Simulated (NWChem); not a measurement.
All runs are NWChem calculations. System: AsF3, charge 0, spin multiplicity 1, displaced from the optimised geometry.

The NWChem input:

```
start mol
memory heap 100 mb stack 700 mb global 1900 mb
geometry units angstroms nocenter noautoz noautosym
  F      0.738925    -0.489175     1.281763
  As     0.000896     0.398876     0.000000
  F      0.738925    -0.489175    -1.281763
  F     -1.258830    -0.351734     0.000000
end
basis spherical
  * library def2-svp
end
scf
  rhf
  nopen 0
  maxiter 100
  thresh 1e-7
  semidirect memsize 60000000 filesize 0
end
tce
  freeze core 12
  cr-ccsd(t)
  2eorb
  2emet 13
  thresh 1e-6
  maxiter 100
  tilesize 24
end
task tce energy
```

The output up to the point where the run's verdict is printed (cleaned and shortened):

```
             Northwest Computational Chemistry Package (NWChem) 7.3.0
             --------------------------------------------------------

                                NWChem Input Module
                                -------------------

 Scaling coordinates for geometry "geometry" by  1.889725989
 (inverse scale =  0.529177249)

                             Geometry "geometry" -> ""
                             -------------------------

 Output coordinates in angstroms (scale by  1.889725989 to convert to a.u.)

  No.       Tag          Charge          X              Y              Z
 ---- ---------------- ---------- -------------- -------------- --------------
    1 F                    9.0000     0.73892500    -0.48917500     1.28176300
    2 As                  33.0000     0.00089600     0.39887600     0.00000000
    3 F                    9.0000     0.73892500    -0.48917500    -1.28176300
    4 F                    9.0000    -1.25883000    -0.35173400     0.00000000

 Effective nuclear repulsion energy (a.u.)     342.1571903526

            Nuclear Dipole moment (a.u.)
            ----------------------------
        X                 Y               Z
 ---------------- ---------------- ----------------
     3.7808654922     2.2528406167     0.0000000000


 Summary of "ao basis" -> "" (spherical)
 ------------------------------------------------------------------------------
       Tag                 Description            Shells   Functions and Types
 ---------------- ------------------------------  ------  ---------------------
 *                          def2-svp                  on all atoms

 Summary of "ao basis" -> "ao basis" (spherical)
 ------------------------------------------------------------------------------
       Tag                 Description            Shells   Functions and Types
 ---------------- ------------------------------  ------  ---------------------
 F                          def2-svp                 6       14   3s2p1d
 As                         def2-svp                12       32   5s4p3d

                                 NWChem SCF Module
[...]
     2   1 0 1     -0.000000      0.000000      0.000000
     2   0 2 0    -23.622826      0.000000     38.107108
     2   0 1 1     -0.000000      0.000000      0.000000
     2   0 0 2    -25.742032      0.000000    105.605281

                   NWChem Extensible Many-Electron Theory Module
                   ---------------------------------------------


            General Information
            -------------------
      Number of processors :     1
         Wavefunction type : Restricted Hartree-Fock
          No. of electrons :    60
           Alpha electrons :    30
            Beta electrons :    30
           No. of orbitals :   148
            Alpha orbitals :    74
             Beta orbitals :    74
        Alpha frozen cores :    12
         Beta frozen cores :    12
     Alpha frozen virtuals :     0
      Beta frozen virtuals :     0
         Spin multiplicity : singlet
    Number of AO functions :    74
       Number of AO shells :    30
        Use of symmetry is : off
      Symmetry adaption is : off
         Schwarz screening : 0.10D-09

          Correlation Information
          -----------------------
          Calculation type : Coupled-cluster singles & doubles w/ perturbation
   Perturbative correction : Completely renormalized (T)
            Max iterations :      100
        Residual threshold : 0.10D-05
     T(0) DIIS level shift : 0.00D+00
     L(0) DIIS level shift : 0.00D+00
     T(1) DIIS level shift : 0.00D+00
     L(1) DIIS level shift : 0.00D+00
     T(R) DIIS level shift : 0.00D+00
     T(I) DIIS level shift : 0.00D+00
   CC-T/L Amplitude update :  5-th order DIIS
                I/O scheme : Global Array Library
        L-threshold :  0.10D-05
        EOM-threshold :  0.10D-05
 no EOMCCSD initial starts read in
 TCE RESTART OPTIONS
 SLICE:      F
 D4D5:       F
 quantumc:   F
 qrotation:  F
 pwtce:      F
 qducc:      F
 nacto:                         0
 nrotv:                         0
 nrot:                          0

            Memory Information
            ------------------
          Available GA space size is     249031324 doubles
          Available MA space size is     104853156 doubles

 Maximum block size supplied by input
 Maximum block size        24 doubles

 tile_dim =     22

 -------------------------------------------------

 Global array virtual files algorithm will be used

 Parallel file system coherency ......... OK

 4-electron integrals stored in orbital form

 v2    file size   =          3858000
 4-index algorithm nr.  13 is used
 imaxsize =       30
 imaxsize ichop =        0


CCSD iterations
 ---------------------------------------------------------
 Iter          Residuum       Correlation     Cpu    Wall
 ---------------------------------------------------------
    1   0.1975343886935  -0.7770705999227     2.0     2.0
    2   0.0480387483625  -0.7659116236905     1.6     1.6
    3   0.0152339429199  -0.7767442935880     1.2     1.2
    4   0.0064328243966  -0.7773509102529     1.2     1.2
    5   0.0023135272013  -0.7783399206415     1.2     1.2
    6   0.0007835304770  -0.7785935426924     1.6     1.6
    7   0.0004579766813  -0.7785924018814     1.4     1.4
    8   0.0001755409993  -0.7786015173246     1.5     1.5
    9   0.0001287595024  -0.7786014464300     1.5     1.5
   10   0.0000537699209  -0.7786071966431     1.5     1.5
   11   0.0000117164354  -0.7786106759903     1.5     1.5
   12   0.0000054208963  -0.7786097566629     1.5     1.5
   13   0.0000027796656  -0.7786099566191     1.5     1.5
   14   0.0000016583127  -0.7786098732128     1.5     1.5
   15   0.0000008944075  -0.7786098960804     1.5     1.5
 -----------------------------------------------------------------
 Iterations converged
 CCSD correlation energy / hartree =        -0.778609896080355
 CCSD total energy / hartree       =     -2532.777216545960528

 Singles contributions

 Doubles contributions
 CR-CCSD(T)
```

The run crashed. NWChem stopped with the message: ccsd_t 1.
